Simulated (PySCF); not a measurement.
**Krypton: a sound run and one with changed settings**

Sound run: Kr [Kr], Kr+ [Ar] 3d10 4s2 4p5. Computed with PySCF 2.14 in jorge-DZP-DKH, with the spin-free X2C one-electron Hamiltonian (Gaussian nucleus). In the sound run the correlated levels freeze [Ar] 3d10. The sound run starts from symmetry-adapted Hartree-Fock orbitals and uses a fine grid where one is needed.

Changed run: no relativity, point nucleus. This setting is unsound on purpose.

```tsv
species	method	sound run (hartree)	changed run (hartree)	converged
Kr	UHF	-2788.01286	-2743.56817	yes
Kr	BP86	-2790.21037	-2745.62080	yes
Kr	PBE0	-2789.56310	-2745.03070	yes
Kr	MP2	-2788.06407	-2743.61876	yes
Kr	CCSD(T)	-2788.07072	-2743.62540	yes
Kr+	UHF	-2787.52729	-2743.07947	yes
Kr+	BP86	-2789.68816	-2745.09586	yes
Kr+	PBE0	-2789.04348	-2744.50807	yes
Kr+	MP2	-2787.57020	-2743.12194	yes
Kr+	CCSD(T)	-2787.57673	-2743.12848	yes
```

Ionisation energy of Kr:

```csv
method,sound run (eV),changed run (eV)
UHF,13.213,13.298
BP86,14.210,14.284
PBE0,14.140,14.222
MP2,13.439,13.519
SCS-MP2,13.418,13.500
CCSD,13.439,13.519
CCSD(T),13.442,13.522
```

Most of the change in total energy is the relativistic energy itself. On top of that the contraction fixes the core shape for the Hamiltonian it was made with, so the changed run is not a good calculation with the other Hamiltonian either.

For comparison, NIST gives 14.000 eV between the lowest levels.
